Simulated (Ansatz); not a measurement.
Ansatz (a first-principles code) input (CCSD(T)/6-31G):

Ansatz 0.2 input:
```yaml
crystal:
  periodic: [false, false, false]
  atoms:
    - {symbol: O, position_ang: [-2.09899083, 0.33409153, 0.37067787]}
    - {symbol: C, position_ang: [-0.97246418, 0.15478488, 0.17173536]}
    - {symbol: B, position_ang: [0.48534028, -0.07725049, -0.08571019]}
    - {symbol: F, position_ang: [1.22605821, 0.90572018, -0.58752276]}
    - {symbol: F, position_ang: [1.01838738, -1.26296341, 0.19115785]}
basis:
  gaussian:
    orbitals: 6-31G
magnetization: {spin_polarized: true, initial_magnetization: 1}
correlation: {method: ccsd_t, electrons: outside_noble_gas}
```

End of the output:

```
integrals: 0.02 GiB planned
479 factors; integrals over basis functions are off by at most 1.9e-4 eV
mean field: 0.12 GiB planned
mean field evaluation 1: about -9145.8892 eV, gradient 2.8e1 eV
mean field evaluation 2: about -9146.1918 eV, gradient 2.8e1 eV
mean field evaluation 4: about -9149.5505 eV, gradient 2.9e0 eV
mean field evaluation 8: about -9149.6251 eV, gradient 1.9e-1 eV
mean field evaluation 16: about -9149.6261 eV, gradient 8.4e-6 eV
mean field evaluation 32: about -9147.7626 eV, gradient 9.4e0 eV
mean field evaluation 64: about -9148.5967 eV, gradient 3.3e-1 eV
mean field evaluation 96: about -9148.6159 eV, gradient 1.8e-2 eV
mean field evaluation 128: about -9149.4988 eV, gradient 2.3e0 eV
mean field evaluation 160: about -9141.5031 eV, gradient 3.7e0 eV
mean field -9149.62605168 eV, -336.2425555599 hartree, gradient 8.4e-6 eV, S^2 0.756583; 6 other end points of the search recorded, 0 dependent functions left out
determinant -9149.62605168 eV, -336.2425555599 hartree, with singles and doubles -9163.14809726 eV, -336.7394815694 hartree
determinant -9148.61589571 eV, -336.2054330128 hartree, with singles and doubles -9162.01537145 eV, -336.6978546639 hartree
5 core orbitals not correlated
reference -9149.62605168 eV, -336.2425555599 hartree; 14, 13 occupied and 26, 27 virtual orbitals, 479 factors
second order -13.50827323 eV of doubles, -0.00000000 eV of singles
coupled cluster: 0.15 GiB planned
cycle   1  -13.52249191 eV  change   -4.5e-4 eV  update   9.4e-4
cycle   2  -13.52225773 eV  change    2.3e-4 eV  update   6.2e-4
cycle   3  -13.52205178 eV  change    2.1e-4 eV  update   3.4e-4
cycle   4  -13.52223101 eV  change   -1.8e-4 eV  update   6.9e-5
cycle   5  -13.52241972 eV  change   -1.9e-4 eV  update   2.8e-5
cycle   6  -13.52243069 eV  change   -1.1e-5 eV  update   6.5e-6
perturbative correction -0.34677099 eV, -0.0127435988 hartree
Total energy: -9163.49525336 eV, -336.7522393209 hartree
```

It need not be the lowest isomer of its formula.
